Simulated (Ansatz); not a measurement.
Program: Ansatz 0.2.0.

A structure relaxed at PBE0-D4/def2-TZVP, charge 0, multiplicity 1:

Cartesian coordinates in Å:
```
C 0.877 0.924 2.457
O 1.011 0.791 1.061
Si -0.065 -0.018 0.131
S 0.669 0.128 -1.850
C -0.667 -0.823 -2.636
H 1.730 1.493 2.828
H -0.041 1.460 2.722
H 0.868 -0.053 2.954
H -1.427 0.581 0.236
H -0.175 -1.445 0.551
H -0.442 -0.854 -3.701
H -1.634 -0.339 -2.497
H -0.704 -1.845 -2.257
```

(1) Give its formula and SMILES.

(2) Point group (tolerance 0.08 Å, 0.16 Å for H)?

(3) Summarise the bond lengths by kind.

## Answers

(1) C2H8OSSi, `CO[SiH2]SC`.

(2) Cs.

(3) 1 × C–O 1.409 Å; 6 × C–H 1.089 to 1.096 Å; 1 × O–Si 1.636 Å; 1 × S–Si 2.117 Å; 2 × H–Si 1.492 Å; 1 × C–S 1.818 Å.
